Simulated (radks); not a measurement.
Question: Species: the antimony ion Sb3+. Configuration: [Kr] 4d10 5s2 (the NIST ground configuration). Calculated with a radial shooting solver on a logarithmic mesh with Libxc functionals: Dirac Kohn-Sham, PBE, spin-unpolarised, spherical densities, finite nucleus; Fermi nuclear charge, rms radius 4.6802 fm. Some entries of the table are withheld. Estimate them.

| orbital | occ. | eigenvalue (hartree) | <r> (bohr) | <1/r> (bohr^-1) |
|---|---|---|---|---|
| 1s1/2 | 2 | -1113.983 | 0.02842 | 54.32 |
| 2s1/2 | 2 | -170.3908 | 0.1222 | 12.62 |
| 2p1/2 | 2 | -159.4818 | 0.1033 | 12.61 |
| 2p3/2 | 4 | -150.2275 | 0.1087 | 11.70 |
| 3s1/2 | 2 | -34.28313 | 0.3302 | 4.477 |
| 3p1/2 | 2 | -29.82315 | (1) | 4.386 |
| 3p3/2 | 4 | -28.11542 | (2) | 4.164 |
| 3d3/2 | 4 | -20.23971 | (3) | 4.013 |
| 3d5/2 | 6 | -19.88481 | (4) | 3.955 |
| 4s1/2 | 2 | -6.54791 | 0.7906 | 1.770 |
| 4p1/2 | 2 | -5.03918 | 0.8319 | 1.656 |
| 4p3/2 | 4 | -4.72317 | 0.8608 | 1.585 |
| 4d3/2 | 4 | -2.33392 | 1.013 | 1.314 |
| 4d5/2 | 6 | -2.28767 | 1.025 | 1.296 |
| 5s1/2 | 2 | -1.42936 | 2.022 | 0.6432 |

Answer: 
(1) 3p1/2 <r> (bohr): 0.3208
(2) 3p3/2 <r> (bohr): 0.3321
(3) 3d3/2 <r> (bohr): 0.3033
(4) 3d5/2 <r> (bohr): 0.3069
